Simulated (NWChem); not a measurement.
CHBrF2; SMILES C(Br)(F)F

Computed with NWChem. Pople sets run with spherical d functions. The geometry was optimised at PBE0/def2-SVP. Level r2SCAN/6-31G*: energy and gradient on several grids; changes count from the extra-fine grid, which is no exact limit either.

Question: Which is the coarsest grid (xfine; medium; coarse; xcoarse; fine) from which on the energy stays within 500 μHa and each gradient component within 500 μHa/bohr of xfine?

Answer: coarse.
| grid | size of the energy change (μHa) | largest change of a gradient component (μHa/bohr) |
|---|---|---|
| xcoarse | 2000 | 2000 |
| coarse | 100 | 100 |
| medium | 100 | 30 |
| fine | 30 | < 30 |
| xfine | < 10 | < 30 |
